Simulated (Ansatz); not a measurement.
Species: H3B, SMILES `B` (charge 0, multiplicity 1), formula H₃B.

How many basis functions does frozen-core CCSD(T)/cc-pVQZ // PBE0-D4/def2-TZVP in Ansatz (a first-principles code) use, how many core orbitals are frozen, and how many electrons are correlated?

145 basis functions and 1 frozen orbitals, which leaves 6 correlated electrons. Core time is of the order of seconds.
